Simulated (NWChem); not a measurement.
System: C$_{3}$H$_{3}$BO$_{2}$; SMILES O1B(C#C)OC1

```xyz
9

C      0.0039     2.7669     0.0012
C      0.0061     1.5517     0.0018
B      0.0089     0.0331     0.0027
O     -1.0318    -0.8767     0.0035
C      0.0121    -1.8375     0.0034
O      1.0527    -0.8732     0.0033
H      0.0019     3.8427    -0.0002
H      0.0132    -2.4590     0.9141
H      0.0130    -2.4587    -0.9074
```
Atoms are numbered in this order, from 1.

Structure relaxed at the PBE0/def2-SVP level.

**Question.** Give the principal values of the shielding tensors (ppm) of C1, C2, B3, O4, C5 from PBE/pcSseg-1, GIAO (NWChem), with their diamagnetic and paramagnetic parts as GIAO splits them.

**Answer.** 
```csv
atom,σ11,σ22,σ33,isotropic,diamagnetic,paramagnetic
C1,4.3,10.4,247.4,87.4,259.5,-172.1
C2,1.9,6.2,285.6,97.9,255.3,-157.4
B3,52.0,80.1,84.7,72.3,199.3,-127.1
O4,-43.1,153.1,242.1,117.4,389.1,-271.7
C5,55.5,67.4,102.6,75.1,247.0,-171.9
```
